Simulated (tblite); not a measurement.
Compound: C₆H₁₁O₂ (doublet state).
Atom-mapped SMILES: `[CH3:1][CH2:2]/[C:3]([CH3:4])=[CH:5]/[O:6][CH2:7][O:8]` (hydrogens: H9, H10, H11 on C1; H12, H13 on C2; H14, H15, H16 on C4; H17 on C5; H18, H19 on C7)

The geometry is computed with GFN2-xTB (gas phase). This method treats the open shell by occupation alone, without spin polarisation.

Question: List the bond lengths, angles and torsions at this level.

Answer: 
```tsv
bond	length (Å)
C1–C2	1.532
C2–C3	1.498
C3–C4	1.492
C3=C5	1.345
C5–O6	1.339
O6–C7	1.438
C7–O8	1.271
C1–H9, C1–H10, C1–H11	1.087
C2–H12, C2–H13	1.092
C4–H14, C4–H15, C4–H16	1.088
C5–H17	1.089
C7–H18, C7–H19	1.128
```

Bonds in one row agree within 0.01 Å and their mean is given. A selection of angles:
```tsv
angle	degrees
C1–C2–C3	112.1
C2–C3–C4	118.1
C2–C3–C5	120.7
C4–C3–C5	121.2
C3–C5–O6	122.4
C5–O6–C7	119.1
O6–C7–O8	115.3
```

Torsions: C1–C2–C3–C4 -69° (synclinal); C2–C3–C5–O6 -179° (antiperiplanar); C3–C5–O6–C7 -176° (antiperiplanar); C5–O6–C7–O8 -172° (antiperiplanar). The mirror-image conformer, all signs reversed, is as good.

C5 (carbon bonded to C, O and H) is planar (angles 122.4°, 121.0° and 116.7°, sum 360.0°, 0.00 Å off the plane of its three neighbours). Of the pairs four or more bonds apart, O6···H16 is among the closest relative to their van der Waals radii: 2.39 Å, 88 % of the sum of Bondi's values. The C–C distances run from 1.345 Å (C3=C5, drawn double) to 1.532 Å (C1–C2, drawn single), a spread of 0.187 Å. C3 (carbon bonded to 3 C) is planar (angles 121.2°, 120.7° and 118.1°, sum 360.0°, 0.01 Å off the plane of its three neighbours). The C–O distances run from 1.271 Å (C7–O8, drawn single) to 1.438 Å (O6–C7, drawn single), a spread of 0.167 Å.

Point group: C1 (no symmetry element, even within 0.4 Å). Its lowest GFN2-xTB frequency is 18i cm⁻¹, too small to tell a flat minimum from a shallow saddle. 3 starts were optimised and ended at 0.00, 0.00 and 0.59 kcal/mol (GFN2-xTB); the lowest of these is shown.

The run took 0.79 s wall on Arm Neoverse V2, one thread, no GPU, shared host. These figures are those of the optimisation.
